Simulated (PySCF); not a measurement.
# What a mistake does to a calculation on B2GeH7N

All numbers below are calculated, not measured. The program is PySCF 2.14.0, an open-source quantum chemistry code, run on an isolated molecule that a program drew, which may never have been made. The molecule is B2GeH7N (charge 0, singlet), drawn as the SMILES string `B[BH][GeH2][NH2]`.

Each row is a Hartree-Fock (HF) and frozen-core CCSD(T) single point in the cc-pVDZ basis, meant for a local HF minimum. Run 1 is clean. Each other run has one planted mistake out of seven kinds, and not every kind appears here: one electron removed, one electron added, multiplicity raised by two, geometry at a saddle point, minimal basis STO-3G, one bond length entered in bohr, all coordinates scaled. The reference is restricted for singlets and unrestricted otherwise, and also for a bond in bohr. Adding or removing an electron swaps singlet and doublet. Electrons count all cores. HOMO and LUMO are orbital energies over both spins, the gradient is its largest component, and the lowest frequency (negative if imaginary) is given only where the gradient is small. Bond lengths are over the 10 bonds as drawn. T1 is the CCSD diagnostic: over 0.02 (restricted) or 0.045 (unrestricted) a single reference is doubtful. Germanium has the cc-pVDZ-PP basis, with a core potential (ECP10MDF) in place of its 10 inner electrons, and its 3s, 3p and 3d shells are frozen in CCSD(T).

Geometry of the clean run:
```xyz
11
B2GeH7N, angstrom
B    -1.3303    1.6792   -3.3786
B    -0.6678    1.1514   -1.9417
Ge   -1.4734    1.6214   -0.0577
N    -0.2148    1.8694    1.2817
H    -0.9803    2.7142   -3.8842
H    -2.1985    1.0635   -3.9403
H     0.3093    0.4477   -1.9276
H    -2.3162    2.9052   -0.0625
H    -2.3735    0.4501    0.3709
H     0.5301    1.1928    1.2713
H     0.2081    2.7822    1.2629
```

| run | electrons | basis functions | <S^2> | HOMO (eV) | LUMO (eV) | gradient (hartree/bohr) | lowest frequency (cm^-1) | mean bond (Å) | longest bond (Å) | T1 | HF (hartree) | CCSD(T) (hartree) | mistake |
|---|---|---|---|---|---|---|---|---|---|---|---|---|---|
| 1 | 56 | 100 | 0.000 | -9.74 | 1.61 | 1.3e-05 | 40 | 1.4323 | 2.102 | 0.0141 | -401.22223 | -401.72749 | no fault |
| 2 | 55 | 100 | 0.777 | -15.69 | -5.92 | 7.0e-02 | - | 1.4323 | 2.102 | 0.0455 | -400.93279 | -401.40673 | one electron removed |
| 3 | 56 | 100 | 0.805 | -8.91 | 1.15 | 9.9e-03 | - | 1.5807 | 3.152 | 0.0428 | -401.09367 | -401.58323 | one bond length entered in bohr |
| 4 | 57 | 100 | 0.761 | -0.52 | 7.10 | 4.7e-02 | - | 1.4323 | 2.102 | 0.0152 | -401.19980 | -401.72538 | one electron added |
| 5 | 56 | 100 | 2.045 | -6.93 | -1.19 | 3.4e-02 | - | 1.4323 | 2.102 | 0.0258 | -401.11088 | -401.61675 | multiplicity raised by two |
| 6 | 56 | 100 | 0.000 | -9.72 | 1.57 | 9.3e-03 | - | 1.4480 | 2.125 | 0.0142 | -401.22115 | -401.72798 | ? |

**Which mistake was planted in run 6, and what did it cost?**

The mean and the longest bond both change by the same factor, 1.011, and the gradient is no longer small. So the mistake is: all coordinates scaled. Subtracting run 1 and multiplying by 627.51 kcal/mol a hartree, the energy moved by 0.7 kcal/mol in HF and -0.3 kcal/mol in CCSD(T).

Cautions from the logs. Run 2: T1 is over the limit, so its CCSD(T) energy is less reliable; run 4: the added electron raises the CCSD(T) energy, so it isn't bound in this basis.
